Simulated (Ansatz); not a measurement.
A first, cheap relaxation of CH4BClOS, SMILES `CSB(O)Cl`.

```yaml
crystal:
  periodic: [false, false, false]
  atoms:
    - {symbol: C, position_ang: [1.037700, -0.076000, 1.017800]}
    - {symbol: S, position_ang: [1.230700, 0.143500, -0.789400]}
    - {symbol: B, position_ang: [-0.642100, 0.275300, -1.181600]}
    - {symbol: O, position_ang: [-1.307000, -0.921100, -1.458800]}
    - {symbol: Cl, position_ang: [-1.431000, 1.915300, -1.207300]}
    - {symbol: H, position_ang: [1.979200, -0.110300, 1.495700]}
    - {symbol: H, position_ang: [0.500300, 0.865700, 1.418300]}
    - {symbol: H, position_ang: [0.432700, -0.925500, 1.218300]}
    - {symbol: H, position_ang: [-1.712000, -1.213100, -0.530100]}
basis:
  gaussian: {orbitals: def2-SVP}
hamiltonian: {xc: pbe, dispersion: d4}
relax: {f_tol: 0.03, max_steps: 200}
```

```sh
$ ansatz run in.yaml --threads 4 --pin off --events-out ev --progress --plain --max-ram 10444MiB
```

Shortened log:

```
Functional definition: PBE
mean field -27160.86403583 eV, -998.1433430217 hartree, gradient 2.2e-5 eV, S^2 0.000000; 0 other end points of the search recorded, 0 dependent functions left out
relax step   1: F+E_penalty+E_count = -27161.08167451 eV  Δ(F+E_penalty+E_count) = +0.000e0 eV  max|allowed force component| = 2.991e0 eV/Å  Δτ_max = 0.0000 Å  (28 SCF iters, accepted)
mean field -27161.23266223 eV, -998.1568897922 hartree, gradient 7.9e-6 eV, S^2 0.000000; 0 other end points of the search recorded, 0 dependent functions left out
relax step   2: F+E_penalty+E_count = -27161.45137112 eV  Δ(F+E_penalty+E_count) = -3.697e-1 eV  max|allowed force component| = 1.933e0 eV/Å  Δτ_max = 0.1937 Å  (30 SCF iters, accepted)
mean field -27161.38979695 eV, -998.1626643867 hartree, gradient 8.2e-6 eV, S^2 0.000000; 0 other end points of the search recorded, 0 dependent functions left out
relax step   3: F+E_penalty+E_count = -27161.61097377 eV  Δ(F+E_penalty+E_count) = -1.596e-1 eV  max|allowed force component| = 1.316e0 eV/Å  Δτ_max = 0.1939 Å  (33 SCF iters, accepted)
mean field -27161.57571320 eV, -998.1694966827 hartree, gradient 8.7e-6 eV, S^2 0.000000; 0 other end points of the search recorded, 0 dependent functions left out
relax step   4: F+E_penalty+E_count = -27161.79783685 eV  Δ(F+E_penalty+E_count) = -1.869e-1 eV  max|allowed force component| = 1.599e0 eV/Å  Δτ_max = 0.1948 Å  (35 SCF iters, accepted)
mean field -27161.82120908 eV, -998.1785184901 hartree, gradient 8.7e-6 eV, S^2 0.000000; 0 other end points of the search recorded, 0 dependent functions left out
relax step   5: F+E_penalty+E_count = -27162.04269960 eV  Δ(F+E_penalty+E_count) = -2.449e-1 eV  max|allowed force component| = 4.021e-1 eV/Å  Δτ_max = 0.2000 Å  (34 SCF iters, accepted)
mean field -27161.86520880 eV, -998.1801354499 hartree, gradient 7.6e-6 eV, S^2 0.000000; 0 other end points of the search recorded, 0 dependent functions left out
relax step   6: F+E_penalty+E_count = -27162.08486762 eV  Δ(F+E_penalty+E_count) = -4.217e-2 eV  max|allowed force component| = 2.957e-1 eV/Å  Δτ_max = 0.1440 Å  (35 SCF iters, accepted)
mean field -27161.90801853 eV, -998.1817086785 hartree, gradient 9.5e-6 eV, S^2 0.000000; 0 other end points of the search recorded, 0 dependent functions left out
relax step   7: F+E_penalty+E_count = -27162.12437127 eV  Δ(F+E_penalty+E_count) = -3.950e-2 eV  max|allowed force component| = 7.059e-1 eV/Å  Δτ_max = 0.1936 Å  (29 SCF iters, accepted)
mean field -27161.97944758 eV, -998.1843336477 hartree, gradient 7.9e-6 eV, S^2 0.000000; 0 other end points of the search recorded, 0 dependent functions left out
relax step   8: F+E_penalty+E_count = -27162.19423560 eV  Δ(F+E_penalty+E_count) = -6.986e-2 eV  max|allowed force component| = 4.561e-1 eV/Å  Δτ_max = 0.1952 Å  (34 SCF iters, accepted)
mean field -27162.05817951 eV, -998.1872269927 hartree, gradient 9.1e-6 eV, S^2 0.000000; 0 other end points of the search recorded, 0 dependent functions left out
relax step   9: F+E_penalty+E_count = -27162.27159996 eV  Δ(F+E_penalty+E_count) = -7.736e-2 eV  max|allowed force component| = 4.505e-1 eV/Å  Δτ_max = 0.1963 Å  (34 SCF iters, accepted)
mean field -27162.15542569 eV, -998.1908007240 hartree, gradient 9.4e-6 eV, S^2 0.000000; 0 other end points of the search recorded, 0 dependent functions left out
relax step  10: F+E_penalty+E_count = -27162.36911548 eV  Δ(F+E_penalty+E_count) = -9.752e-2 eV  max|allowed force component| = 5.657e-1 eV/Å  Δτ_max = 0.1952 Å  (35 SCF iters, accepted)
mean field -27162.24908041 eV, -998.1942424714 hartree, gradient 9.1e-6 eV, S^2 0.000000; 0 other end points of the search recorded, 0 dependent functions left out
relax step  11: F+E_penalty+E_count = -27162.46385448 eV  Δ(F+E_penalty+E_count) = -9.474e-2 eV  max|allowed force component| = 3.839e-1 eV/Å  Δτ_max = 0.2000 Å  (35 SCF iters, accepted)
mean field -27162.31160513 eV, -998.1965402126 hartree, gradient 8.4e-6 eV, S^2 0.000000; 0 other end points of the search recorded, 0 dependent functions left out
relax step  12: F+E_penalty+E_count = -27162.52758709 eV  Δ(F+E_penalty+E_count) = -6.373e-2 eV  max|allowed force component| = 2.322e-1 eV/Å  Δτ_max = 0.2000 Å  (35 SCF iters, accepted)
mean field -27162.31900502 eV, -998.1968121534 hartree, gradient 2.7e-5 eV, S^2 0.000000; 0 other end points of the search recorded, 0 dependent functions left out
relax step  13: F+E_penalty+E_count = -27162.53381940 eV  Δ(F+E_penalty+E_count) = -6.232e-3 eV  max|allowed force component| = 2.413e-1 eV/Å  Δτ_max = 0.1440 Å  (28 SCF iters, accepted)
mean field -27162.33574269 eV, -998.1974272513 hartree, gradient 1.1e-5 eV, S^2 0.000000; 0 other end points of the search recorded, 0 dependent functions left out
relax step  14: F+E_penalty+E_count = -27162.55080955 eV  Δ(F+E_penalty+E_count) = -1.699e-2 eV  max|allowed force component| = 2.322e-1 eV/Å  Δτ_max = 0.1235 Å  (30 SCF iters, accepted)
mean field -27162.33781269 eV, -998.1975033227 hartree, gradient 9.8e-6 eV, S^2 0.000000; 0 other end points of the search recorded, 0 dependent functions left out
relax step  15: F+E_penalty+E_count = -27162.55314440 eV  Δ(F+E_penalty+E_count) = -2.335e-3 eV  max|allowed force component| = 7.333e-2 eV/Å  Δτ_max = 0.0428 Å  (27 SCF iters, accepted)
mean field -27162.33890041 eV, -998.1975432954 hartree, gradient 8.5e-6 eV, S^2 0.000000; 0 other end points of the search recorded, 0 dependent functions left out
relax step  16: F+E_penalty+E_count = -27162.55436994 eV  Δ(F+E_penalty+E_count) = -1.226e-3 eV  max|allowed force component| = 2.004e-2 eV/Å  Δτ_max = 0.0482 Å  (28 SCF iters, accepted)
mean field -27162.33924355 eV, -998.1975559058 hartree, gradient 8.4e-6 eV, S^2 0.000000; 0 other end points of the search recorded, 0 dependent functions left out
relax step  17: F+E_penalty+E_count = -27162.55482908 eV  Δ(F+E_penalty+E_count) = -4.591e-4 eV  max|allowed force component| = 7.526e-2 eV/Å  Δτ_max = 0.0649 Å  (29 SCF iters, accepted)
mean field -27162.33959689 eV, -998.1975688905 hartree, gradient 8.2e-6 eV, S^2 0.000000; 0 other end points of the search recorded, 0 dependent functions left out
relax step  18: F+E_penalty+E_count = -27162.55518768 eV  Δ(F+E_penalty+E_count) = -3.586e-4 eV  max|allowed force component| = 5.194e-2 eV/Å  Δτ_max = 0.0095 Å  (30 SCF iters, accepted)
mean field -27162.33997414 eV, -998.1975827544 hartree, gradient 8.1e-6 eV, S^2 0.000000; 0 other end points of the search recorded, 0 dependent functions left out
relax step  19: F+E_penalty+E_count = -27162.55560278 eV  Δ(F+E_penalty+E_count) = -4.151e-4 eV  max|allowed force component| = 5.793e-3 eV/Å  Δτ_max = 0.0252 Å  (30 SCF iters, accepted)
mean field -27162.34016707 eV, -998.1975898443 hartree, gradient 8.8e-6 eV, S^2 0.000000; 0 other end points of the search recorded, 0 dependent functions left out
relax step  20: F+E_penalty+E_count = -27162.55586767 eV  Δ(F+E_penalty+E_count) = -2.649e-4 eV  max|allowed force component| = 3.346e-2 eV/Å  Δτ_max = 0.0553 Å  (29 SCF iters, accepted)
mean field -27162.34029042 eV, -998.1975943776 hartree, gradient 8.6e-6 eV, S^2 0.000000; 0 other end points of the search recorded, 0 dependent functions left out
relax step  21: F+E_penalty+E_count = -27162.55597906 eV  Δ(F+E_penalty+E_count) = -1.114e-4 eV  max|allowed force component| = 3.192e-2 eV/Å  Δτ_max = 0.0184 Å  (29 SCF iters, accepted)
mean field -27162.34034608 eV, -998.1975964228 hartree, gradient 8.6e-6 eV, S^2 0.000000; 0 other end points of the search recorded, 0 dependent functions left out
relax step  22: F+E_penalty+E_count = -27162.55603144 eV  Δ(F+E_penalty+E_count) = -5.238e-5 eV  max|allowed force component| = 2.106e-2 eV/Å  Δτ_max = 0.0112 Å  (30 SCF iters, accepted)
mean field -27162.34034608 eV, -998.1975964228 hartree, gradient 8.6e-6 eV, S^2 0.000000; 1 other end points of the search recorded, 0 dependent functions left out
Total energy: -27162.55606278 eV, -998.2055238653 hartree
Atom 0 at     1.164505    -0.167218     1.028146 Å, force     0.004465    -0.011083     0.021064 eV/Å
Atom 1 at     0.964002     0.882743    -0.460110 Å, force     0.002517     0.004319    -0.005312 eV/Å
Atom 2 at    -0.683718     0.398656    -1.012427 Å, force    -0.006653     0.004407    -0.004476 eV/Å
Atom 3 at    -1.408929    -0.534430    -0.335338 Å, force     0.000880    -0.005662     0.007111 eV/Å
Atom 4 at    -1.331799     1.185946    -2.479764 Å, force     0.001433    -0.001106     0.001145 eV/Å
Atom 5 at     2.173905     0.037912     1.430957 Å, force    -0.009228     0.000555    -0.008051 eV/Å
Atom 6 at     0.405573     0.083842     1.792758 Å, force     0.003590    -0.001010    -0.008770 eV/Å
Atom 7 at     1.082193    -1.238936     0.767756 Å, force     0.000864     0.006184     0.000769 eV/Å
Atom 8 at    -2.277231    -0.694715    -0.749078 Å, force     0.002132     0.003396    -0.003478 eV/Å
Dipole moment:    -0.201367    -0.307802     0.250263 e Å
```

Hardware: 4 threads of an Arm Neoverse V1 on a shared host. Wall time 27 s, peak host memory 0.18 GiB.
